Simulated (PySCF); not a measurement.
A small calculation by hand: oscillator strength and radiative lifetime

Ga(H)(Cl)(OH) (ClGaH₂O), SMILES [OH][GaH][Cl].

Coordinates come from a PBE0-D3(BJ)/def2-TZVP optimisation. One conformer was computed; it need not be the lowest.

TDA-CAM-B3LYP/def2-SVPD in PySCF puts the first singlet state with f over 0.02 at 7.02 eV (vertical), with the transition dipole (-0.261, -0.400, 0.000) in atomic units.

Task: Find the oscillator strength, the wavelength and the radiative lifetime that this transition would have in vacuum if emission retraced absorption.

Result: 
|μ|² = 0.2281 au, so |μ| = 1.21 D. ΔE = 7.02/27.211 = 0.2580 hartree. f = (2/3) ΔE |μ|² = 0.039 (the program prints 0.039).
λ = 1239.84/7.02 = 177 nm; ν = 56620 cm⁻¹.
Einstein's coefficient A = 0.6670 ν² f s⁻¹ (ν in cm⁻¹) = 8.4e7 s⁻¹, so τ = 1/A = 12 ns. This state is S2; the lower singlet has f = 0.007. The figure is the radiative limit of this one transition; relaxation, internal conversion, crossing to triplets and a medium change what is measured.
